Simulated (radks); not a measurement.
Values are calculated unless marked as measured or tabulated.
Task: These are the eigenvalues of the occupied orbitals of an atom or ion with whole-number occupations (eV). Code: a radial shooting solver on a logarithmic mesh with Libxc functionals. Model: scalar-relativistic Kohn-Sham, LDA (Slater exchange, VWN5 correlation), spin-polarised, spherical densities, finite nucleus; Fermi nuclear charge, rms radius of each element as measured or else 0.836 A^(1/3) + 0.57 fm.

1s up: -37679.55
1s down: -37667.70
2s up: -8395.524
2s down: -8379.521
2p up: -7905.079
2p down: -7885.922

Which element is it, and in what charge state? The configuration may be excited. Open shells, if any, are filled with parallel spins first.

Result: Z = 54, xenon, charge +45: Xe45+ in [He] 2s2 2p5. The list shows which subshells hold electrons but not how many an open one holds; the 1s level, -1384.7 hartree, gives Z - s = 52.6 by -(Z - s)^2/2, which with screening and relativity narrows Z to a few neighbours, and the depths of the outer levels then fix element, charge and occupations together.
